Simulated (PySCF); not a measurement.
Isomers of C5H7F3OSi, mass 168.022 u with the commonest isotopes. The calculation used PBE0/pcSseg-1 in PySCF (dipole) on a GFN2-xTB geometry, gas phase. One conformer each, none proved a minimum here; rigid rotors.

Problem. Order these by dipole moment, largest first.
A. `[O:1]=[CH:2][CH2:3]/[C:4]([SiH3:5])=[CH:6]/[C:7]([F:8])([F:9])[F:10]` with O1–C2–C3–C4 -18°, C2–C3–C4–Si5 46°
B. `[F:1][C:2]([F:3])([F:4])[O:5][C@H:6]1[CH:7]=[CH:8][CH2:9][SiH2:10]1` with C2–O5–C6–C7 163°
C. `[CH3:1][SiH2:2]/[C:3]([CH:4]=[O:5])=[CH:6]/[C:7]([F:8])([F:9])[F:10]` with C1–Si2–C3–C4 78°, Si2–C3–C4–O5 -21°
D. `[CH3:1][O:2][Si@@H:3]1[CH2:4][C:5]([CH:6]([F:7])[F:8])=[C:9]1[F:10]` with C1–O2–Si3–C4 175°, C4–C5–C6–F7 -56°
E. `[CH3:1][C:2](=[O:3])/[C:4]([SiH3:5])=[CH:6]\[C:7]([F:8])([F:9])[F:10]` with C1–C2–C4–Si5 108°

Solution. A (4.44 D), D (3.89 D), B (3.53 D), E (3.28 D), C (2.38 D).

Problem. Order these by rotational constant C, largest first.
A. `[CH3:1][O:2][Si@@H:3]1[CH2:4][C:5]([CH:6]([F:7])[F:8])=[C:9]1[F:10]` with C1–O2–Si3–C4 175°, C4–C5–C6–F7 -56°
B. `[CH3:1][C:2](=[O:3])/[C:4]([SiH3:5])=[CH:6]\[C:7]([F:8])([F:9])[F:10]` with C1–C2–C4–Si5 108°
C. `[O:1]=[CH:2][CH2:3]/[C:4]([SiH3:5])=[CH:6]/[C:7]([F:8])([F:9])[F:10]` with O1–C2–C3–C4 -18°, C2–C3–C4–Si5 46°
D. `[F:1][C:2]([F:3])([F:4])[O:5][C@H:6]1[CH:7]=[CH:8][CH2:9][SiH2:10]1` with C2–O5–C6–C7 163°
E. `[CH3:1][SiH2:2]/[C:3]([CH:4]=[O:5])=[CH:6]/[C:7]([F:8])([F:9])[F:10]` with C1–Si2–C3–C4 78°, Si2–C3–C4–O5 -21°

Solution. B (642.9 MHz), D (625.1 MHz), C (590.5 MHz), E (557.1 MHz), A (527.2 MHz).

Problem. Order these by rotational constant B, largest first.
A. `[O:1]=[CH:2][CH2:3]/[C:4]([SiH3:5])=[CH:6]/[C:7]([F:8])([F:9])[F:10]` with O1–C2–C3–C4 -18°, C2–C3–C4–Si5 46°
B. `[F:1][C:2]([F:3])([F:4])[O:5][C@H:6]1[CH:7]=[CH:8][CH2:9][SiH2:10]1` with C2–O5–C6–C7 163°
C. `[CH3:1][SiH2:2]/[C:3]([CH:4]=[O:5])=[CH:6]/[C:7]([F:8])([F:9])[F:10]` with C1–Si2–C3–C4 78°, Si2–C3–C4–O5 -21°
D. `[CH3:1][O:2][Si@@H:3]1[CH2:4][C:5]([CH:6]([F:7])[F:8])=[C:9]1[F:10]` with C1–O2–Si3–C4 175°, C4–C5–C6–F7 -56°
E. `[CH3:1][C:2](=[O:3])/[C:4]([SiH3:5])=[CH:6]\[C:7]([F:8])([F:9])[F:10]` with C1–C2–C4–Si5 108°

Solution. E (774.3 MHz), B (708.3 MHz), A (660.3 MHz), C (620.3 MHz), D (577.0 MHz).

```csv
SMILES,point group,Ia (u·Å²),Ib (u·Å²),Ic (u·Å²),κ,μa (D),μb (D),μc (D)
O=CC/C([SiH3])=C/C(F)(F)F,C1,233.00,765.33,855.78,-0.91,2.57,3.30,1.46
CC(=O)/C([SiH3])=C\C(F)(F)F,C1,312.67,652.70,786.04,-0.73,1.47,1.78,2.33
CO[Si@@H]1CC(C(F)F)=C1F,C1,233.89,875.85,958.62,-0.94,3.85,0.34,0.48
FC(F)(F)O[C@H]1C=CC[SiH2]1,C1,205.22,713.46,808.53,-0.91,3.48,0.04,0.58
C[SiH2]/C(C=O)=C/C(F)(F)F,C1,258.98,814.68,907.17,-0.91,0.84,2.16,0.53
```
